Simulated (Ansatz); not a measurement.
chlorocyclobutane (C₄H₇Cl), SMILES ClC1CCC1.

Geometry optimised at r2SCAN-D4/def2-SVP.

Two levels are set side by side: PBE/def2-SVPD (Ansatz, an electronic-structure program) and PBE0/def2-SVPD (Ansatz). Energy differences of separate SCF runs at the same geometry; the states with an electron removed or added have multiplicity 2 and 2. Differences are taken from unrounded values.

| quantity | PBE0 |
|---|---|
| vertical ionisation energy (eV) | 10.42 |
| vertical singlet–triplet gap (eV) | 6.65 |

### Question
What does PBE give, and how far is it from PBE0? (The exact figures need the calculation; the answer reports its results.)

### Answer

| quantity | PBE | PBE minus PBE0 |
|---|---|---|
| vertical ionisation energy (eV) | 10.04 | -0.39 |
| vertical singlet–triplet gap (eV) | 6.27 | -0.38 |
